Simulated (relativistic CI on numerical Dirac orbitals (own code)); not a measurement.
# Slater and spin-orbit integrals, Rh XXXI

Method of calculation: Dirac-Coulomb-Breit CI, separate exchange-only KLI orbitals for each configuration, a model potential for QED, unscaled Slater integrals (own radial code, finite nucleus).

Slater integrals F^k, G^k are unscaled and averaged over j, outside the closed core [Ne]; ζ comes from projecting the Hamiltonian with its Breit term on Σ l·s of the shell.

- 3s²3p³: F^2(3p,3p) = 295290, ζ(3p) = 182940 cm⁻¹; <r>(3p) = 0.3358, <r^2>(3p) = 0.13 (bohr units).
- 3s3p⁴: F^2(3p,3p) = 295070, G^1(3s,3p) = 372830, ζ(3p) = 182840 cm⁻¹; <r>(3s) = 0.346, <r^2>(3s) = 0.1362, <r>(3p) = 0.3361, <r^2>(3p) = 0.1302 (bohr units).
- 3s²3p²3d: F^2(3p,3p) = 294940, ζ(3p) = 182660, F^2(3p,3d) = 296280, G^1(3p,3d) = 313830, G^3(3p,3d) = 210690, ζ(3d) = 22973 cm⁻¹; <r>(3p) = 0.3362, <r^2>(3p) = 0.1304, <r>(3d) = 0.2985, <r^2>(3d) = 0.1029 (bohr units).

Averages of the first 10 configurations, taken without configuration mixing, which lowers the lowest level and can move excited configurations by several eV; other configurations of the list can lie among them:

| Configuration | Parity | States | Average energy above the lowest level (eV) |
| --- | --- | --- | --- |
| 3s²3p³ | odd | 20 | 40.4 |
| 3s3p⁴ | even | 30 | 154.0 |
| 3s²3p²3d | even | 150 | 180.6 |
| 3p⁵ | odd | 6 | 280.3 |
| 3s3p³3d | odd | 400 | 288.6 |
| 3p⁴3d | even | 150 | 409.5 |
| 3s3p²3d² | even | 1350 | 428.1 |
| 3s²3p3d4p | even | 360 | 1008.7 |
| 3p⁴4s | even | 30 | 1055.3 |
| 3s3p²3d4s | even | 600 | 1066.9 |
